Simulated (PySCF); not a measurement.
Gas-phase reaction: GeHCl3 + 2 OH → GeH2Cl2 + HCl + 2 O. Level: ωB97M-V/def2-TZVP†; standard pressure 1 bar.

Method: PySCF energies plus ideal-gas RRHO corrections (1 bar). † marks an energy on the PBE0/def2-TZVP geometry and frequencies. Open shells (unrestricted): OH (multiplicity 2, electronic degeneracy 4), O (multiplicity 3, electronic degeneracy 9); the rest are closed-shell singlets. Spin-orbit splitting is ignored; it lowers the true energy and changes the entropy of OH, O. Ge: all electrons, no relativistic terms. The harmonic model lacks anharmonicity and excited electronic states, which grow with temperature; levels with a mode under 35 cm⁻¹ are left out.

```json
[
 {"T (K)": "800", "1000/T (1/K)": "1.2500", "log10 K": "-25.21"},
 {"T (K)": "1000", "1000/T (1/K)": "1.0000", "log10 K": "-18.96"},
 {"T (K)": "1200", "1000/T (1/K)": "0.8333", "log10 K": "-14.78"},
 {"T (K)": "1400", "1000/T (1/K)": "0.7143", "log10 K": "-11.79"},
 {"T (K)": "1600", "1000/T (1/K)": "0.6250", "log10 K": "-9.53"},
 {"T (K)": "1800", "1000/T (1/K)": "0.5556", "log10 K": "?"}
]
```

Task: Fit log10 K = a + b·(1000/T) to the five rows, get the mean ΔH° and ΔS°, and predict log10 K at 1800 K.

Result: Means: 1000/T = 0.8845, log10 K = -16.054. Sums of products about the means: Sxy = -6.16610, Sxx = 0.245860, so b = Sxy/Sxx = -25.08 and a = -16.054 − (-25.08)×0.8845 = 6.13.
ΔH° = −R ln 10 × 1000 K × b = −19.145 × (-25.08) = 480 kJ; ΔS° = R ln 10 × a = 117 J/K. The run's own values go from 478 kJ and 115 J/K at 800 K to 485 kJ and 121 J/K at 1800 K.
Prediction at 1800 K: 6.13 + (-25.08)×0.5556 = -7.80. The computed value is -7.77, 0.03 from the line.
For scale, ΔH°(298 K) is 477 kJ at this level, 476 kJ at ωB97X-V/def2-TZVP†, and runs from 209 to 936 kJ over the 20 levels computed.
